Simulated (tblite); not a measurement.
C₄H₁₀N₂OSi₂.
Cartesian coordinates in Å at the GFN2-xTB level; atoms count from 1:
```xyz
19
C4H10N2OSi2 angstrom
C      3.1745    0.7693   -0.0301
O      1.9794    0.2366   -0.5223
Si     0.8493   -0.6125    0.2671
C     -0.5279   -0.9765   -0.9780
C     -1.6616    0.0448   -0.7846
C     -2.9009   -0.4627   -1.2720
N     -3.9020   -0.8924   -1.6288
Si    -1.7763    0.5202    1.0724
N     -0.0957    0.3023    1.4073
H      2.9723    1.5718    0.6825
H      3.7391    1.1689   -0.8729
H      3.7656   -0.0024    0.4676
H      1.4267   -1.7727    0.9499
H     -0.9155   -1.9749   -0.7753
H     -0.1907   -0.9752   -2.0138
H     -1.4266    0.9525   -1.3495
H     -2.1710    1.9183    1.2517
H     -2.6311   -0.3965    1.8292
H      0.2825    0.5905    2.2924
```

Computed with GFN2-xTB (tblite): harmonic, unscaled wavenumbers at the GFN2-xTB geometry, gas phase. The method is semi-empirical: single wavenumbers can be off by several per cent or more. Modes of hydrogen on silicon can be 10 to 20 % off. One conformer, not necessarily the lowest.

Harmonic wavenumbers (cm⁻¹): 40.2, 58.1, 82.7, 96.0, 121.6, 146.3, 205.9, 243.5, 263.5, 323.9, 382.1, 407.7, 454.9, 489.3, 524.5, 534.9, 608.1, 646.6, 671.1, 699.0, 726.6, 777.9, 796.2, 823.6, 844.0, 923.5, 1015.0, 1070.8, 1074.7, 1128.6, 1130.7, 1136.9, 1155.0, 1167.1, 1227.5, 1290.0, 1411.8, 1478.9, 1484.4, 1485.6, 2243.5, 2249.1, 2270.7, 2387.2, 2924.3, 2954.2, 2964.8, 2987.5, 2992.7, 3003.7, 3504.0.

A = 2441, B = 692.2, C = 590.9 MHz; mass 158.033 u (most abundant isotopes); point group C1, symmetry number 1.

**Question.** What is the zero-point energy?

**Answer.** Half the sum of the wavenumbers: 29815 cm⁻¹ = 85.25 kcal/mol.

**Question.** Entropy at 350 K, 1 bar (ideal gas, RRHO, classical rotation)?

**Answer.** Translation 41.90, rotation 30.63, vibration 43.94: S = 116.5 cal/(mol K).

**Question.** And Cp and H(350 K) − H(0)?

**Answer.** Cp = 50.26 cal/(mol K), of which vibrations give 42.31 (their classical limit is 51 R = 101.3); H(350 K) − H(0) = 10.61 kcal/mol without the zero-point energy, 7.83 from vibrations.

**Question.** How do the functions run with temperature in this model?

**Answer.** 
```
 T (K)  S (cal/(mol K))  Cp (cal/(mol K))  H − H(0) (kcal/mol)  G − H(0) (kcal/mol)  ln q(vib)
    50             61.7              15.3                 0.55                -2.54       0.80
   100             74.5              21.9                 1.49                -5.96       2.49
298.15            108.9              44.9                 8.14               -24.32       9.18
373.15            119.8              52.5                11.80               -32.90      11.60
   500            136.6              62.8                19.14               -49.18      15.57
   750            165.0              76.7                36.71               -87.00      22.82
  1000            188.3              85.6                57.08              -131.25      29.34
```

q(vib) and H(0) count from the zero-point level.

**Question.** Blend soft modes into free rotors: weight 1/[1 + (100 cm⁻¹/ν̃)⁴] for the oscillator and the rest for a rotor with moment μB/(μ + B), μ = h/(8π²ν), B = 10⁻⁴⁴ kg m². What vibrational entropy results?

**Answer.** 39.88 cal/(mol K) in place of 43.94, which changes −T·S at 350 K by +1.42 kcal/mol.

**Question.** What must be added to the electronic energy to get the Gibbs energy at 350 K and 1 bar?

**Answer.** ZPE + [H(350 K) − H(0)] − T·S = 85.25 + 10.61 − 40.77 = 55.09 kcal/mol.

Hindered rotation and anharmonicity are outside this model. Other conformers, if any are populated, would add a mixing term that is left out. The structure is chiral; the term R ln 2 for an equal mix with its mirror image is left out.
